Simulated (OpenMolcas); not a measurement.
**Computed transition rates of Ar3+**

```json
{"Program": "OpenMolcas", "Method": "SS-CASPT2, IPEA 0.25 Eh, imaginary shift 0.1 Eh (closed shells correlated: 2s 2p)", "Basis": "ANO-RCC-VQZP [6s5p3d2f1g]", "Scalar Hamiltonian": "DKH2, point nucleus", "Active space": "5 electrons in 4 orbitals (3s 3p)", "State averaging": "2S+1 = 4 odd, 1 root; 2S+1 = 2 odd, 8 roots; 2S+1 = 4 even, 3 roots; 2S+1 = 2 even, 9 roots", "Spin-orbit coupling": "state interaction with AMFI integrals over the reference wave functions, term energies averaged over their components"}
```

Rates come from the transition moments of the reference wave functions (E1 and E2 in the length form). At fixed line strength A goes as λ^-3 for E1 and M1 and as λ^-5 for E2, so a rate at the computed wavelength can be rescaled to the measured one. Measured vacuum wavelengths follow from level energies in Saloman, J. Phys. Chem. Ref. Data 39, 033101 (2010). Branching counts decays inside the model space alone, at computed energies, and the table is only a selection of the E2 and M1 lines, drawn from those between levels with measured partners whose computed energy lies within a factor of 1.5 of the measured one.

```json
{"Upper": "3s² 3p³ ²P°_3/2", "Lower": "3s² 3p³ ⁴S°_3/2", "Type": "M1", "λ computed (nm)": "284.3", "λ measured (nm)": "285.5", "A computed (s-1)": "1.93e+00", "A rescaled (s-1)": "", "Branching %": "60.4"}
{"Upper": "3s² 3p³ ²P°_1/2", "Lower": "3s² 3p³ ⁴S°_3/2", "Type": "M1", "λ computed (nm)": "285.2", "λ measured (nm)": "286.9", "A computed (s-1)": "7.86e-01", "A rescaled (s-1)": "", "Branching %": "53.4"}
{"Upper": "3s² 3p³ ²P°_3/2", "Lower": "3s² 3p³ ²D°_3/2", "Type": "M1", "λ computed (nm)": "731", "λ measured (nm)": "717.3", "A computed (s-1)": "6.13e-01", "A rescaled (s-1)": "", "Branching %": "19.2"}
{"Upper": "3s² 3p³ ²P°_1/2", "Lower": "3s² 3p³ ²D°_3/2", "Type": "M1", "λ computed (nm)": "736.9", "λ measured (nm)": "726.5", "A computed (s-1)": "3.75e-01", "A rescaled (s-1)": "", "Branching %": "25.5"}
{"Upper": "3s² 3p³ ²P°_3/2", "Lower": "3s² 3p³ ²D°_5/2", "Type": "M1", "λ computed (nm)": "737.1", "λ measured (nm)": "724", "A computed (s-1)": "3.38e-01", "A rescaled (s-1)": "", "Branching %": "10.6"}
{"Upper": "3s² 3p³ ²P°_3/2", "Lower": "3s² 3p³ ²D°_5/2", "Type": "E2", "λ computed (nm)": "737.1", "λ measured (nm)": "724", "A computed (s-1)": "2.20e-01", "A rescaled (s-1)": "2.41e-01", "Branching %": "6.9"}
{"Upper": "3s² 3p³ ²P°_1/2", "Lower": "3s² 3p³ ²D°_3/2", "Type": "E2", "λ computed (nm)": "736.9", "λ measured (nm)": "726.5", "A computed (s-1)": "1.89e-01", "A rescaled (s-1)": "2.03e-01", "Branching %": "12.9"}
{"Upper": "3s² 3p³ ²P°_1/2", "Lower": "3s² 3p³ ²D°_5/2", "Type": "E2", "λ computed (nm)": "743.2", "λ measured (nm)": "733.4", "A computed (s-1)": "1.22e-01", "A rescaled (s-1)": "1.30e-01", "Branching %": "8.3"}
{"Upper": "3s² 3p³ ²P°_3/2", "Lower": "3s² 3p³ ²D°_3/2", "Type": "E2", "λ computed (nm)": "731", "λ measured (nm)": "717.3", "A computed (s-1)": "9.54e-02", "A rescaled (s-1)": "1.05e-01", "Branching %": "3.0"}
{"Upper": "3s² 3p³ ²D°_3/2", "Lower": "3s² 3p³ ⁴S°_3/2", "Type": "M1", "λ computed (nm)": "465.1", "λ measured (nm)": "474.1", "A computed (s-1)": "1.71e-02", "A rescaled (s-1)": "", "Branching %": "94.7"}
{"Upper": "3s² 3p³ ²D°_5/2", "Lower": "3s² 3p³ ⁴S°_3/2", "Type": "E2", "λ computed (nm)": "462.7", "λ measured (nm)": "471.3", "A computed (s-1)": "1.53e-03", "A rescaled (s-1)": "", "Branching %": "80.1"}
{"Upper": "3s² 3p³ ²D°_3/2", "Lower": "3s² 3p³ ⁴S°_3/2", "Type": "E2", "λ computed (nm)": "465.1", "λ measured (nm)": "474.1", "A computed (s-1)": "9.57e-04", "A rescaled (s-1)": "", "Branching %": "5.3"}
{"Upper": "3s² 3p³ ²D°_5/2", "Lower": "3s² 3p³ ⁴S°_3/2", "Type": "M1", "λ computed (nm)": "462.7", "λ measured (nm)": "471.3", "A computed (s-1)": "3.65e-04", "A rescaled (s-1)": "", "Branching %": "19.1"}
{"Upper": "3s² 3p³ ²D°_5/2", "Lower": "3s² 3p³ ²D°_3/2", "Type": "M1", "λ computed (nm)": "87960", "λ measured (nm)": "77400", "A computed (s-1)": "1.58e-05", "A rescaled (s-1)": "2.32e-05", "Branching %": "0.8"}
```

Spin-changing lines and M1 lines between different terms are not rescaled, since their strength hangs on the term gaps too.

The largest correction is for 3s² 3p³ ²D°_5/2 → 3s² 3p³ ²D°_3/2 (M1): 1.58e-05 × (87960 / 77400)^3 = 2.32e-05 s-1, a factor of 1.47.

No measured rate stands beside these. Rescaling mends the energy factor alone: line strengths can still be far off where a level mixes with configurations outside the active space, and weak or spin-changing lines hang on small mixing coefficients that depend on the term gaps too, so rescaling need not improve them.

CASPT2 breaks the degeneracy within a term, and the mean is taken; among the terms shown or strongly mixed into the levels shown the widest spread is 240 cm-1 (3s² 3p³ ²D°). Over all roots computed the reference weight is 0.89 to 0.96; the roots of lowest weight are the least certain, and an intruder state may touch them. Measured partners are found by configuration, term and J. A level has none where our copy of the source lacks it or the pairing is in doubt (some pairs that miss far off the trend of their configuration count as doubtful). Levels of configurations outside the active space are missing.

° marks odd parity.
